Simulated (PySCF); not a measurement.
## How methods differ on the ionisation energy of Mo(30+)

Mo(30+) [Ne] 3s2 (1S) → Mo(31+) [Ne] 3s1 (2S), as a difference of total energies. Computed with PySCF 2.14 in an even-tempered Gaussian basis (16 s from 4.4 bohr⁻², ratio 2.5; 10 p from 5.7 bohr⁻², ratio 2.5; 4 d from 22 bohr⁻², ratio 2.7; 4 f from 32 bohr⁻², ratio 2.7), with no relativity, point nucleus. Correlated levels: outer shells: 1s2 frozen; virtual orbitals above 40 to 60 times the deepest correlated orbital energy dropped. The calculations carry no spin-orbit coupling.

| method | ionisation energy (eV) |
| --- | --- |
| UHF | 1686.6 |
| LDA | 1690.3 |
| PBE | 1691.5 |
| PBE0 | 1690.6 |
| r2SCAN | 1686.9 |
| B97-3 | 1690.5 |
| B3LYP | 1690.8 |
| MP2 (outer shells) | 1690.0 |
| SCS-MP2 (outer shells) | 1690.4 |

Problem. How much does correlation contribute at MP2 (outer shells)?

Solution. 1690.0 − (1686.6) = 3.4 eV, measured against UHF.

The gap to the reference is mostly relativistic.

For comparison: 1730.1 ± 2.5 eV (semi-empirical (NIST evaluation); NIST Atomic Spectra Database, ionization energies).
